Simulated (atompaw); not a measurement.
An all-electron radial function and its pseudo partner (Co (Z = 27))

Columns: radius, all-electron u(r) and pseudo u(r) of the 4s shell (level -6.29 eV) of cobalt in the configuration [Ar] 3d7 4s1.5 4p0.5; LDA (PW92), scalar-relativistic, PAW (atompaw) scheme, atompaw 4.2.0.5.

```
r (bohr)  all-electron  pseudo
   0.115        0.1141  0.0670
   0.231        0.1274  0.1339
   0.346       -0.0747  0.1986
   0.462       -0.2342  0.2615
   0.577       -0.2840  0.3210
   0.692       -0.2457  0.3769
   0.808       -0.1537  0.4291
   0.923       -0.0387  0.4764
   1.038        0.0812  0.5188
   1.154        0.1959  0.5563
   1.269        0.2977  0.5883
   1.385        0.3860  0.6153
   1.500        0.4589  0.6367
   1.615        0.5177  0.6532
   1.731        0.5640  0.6648
   1.846        0.5982  0.6718
   1.962        0.6224  0.6746
   2.077        0.6376  0.6735
   2.192        0.6453  0.6691
   2.308        0.6467  0.6615
   2.423        0.6427  0.6513
   2.538        0.6344  0.6389
   2.654        0.6224  0.6244
   2.769        0.6076  0.6083
   2.885        0.5905  0.5906
   3.000        0.5717  0.5717
```

Q: How many radial nodes do the two functions have?

A: The all-electron 4s function has n − l − 1 = 3 (the table is too coarse to show those close to the nucleus); the pseudo-wave has 0, since the states of the same l below it are removed with the core.

Q: Where does each function peak?

A: Outermost all-electron maximum near 2.31 bohr, pseudo maximum near 1.96 bohr (to the table’s step).

Q: Is the pseudo-wave norm-conserving?

A: No, it belongs to a PAW set: the norm inside the radius is not constrained, and the difference is carried by the augmentation charge.
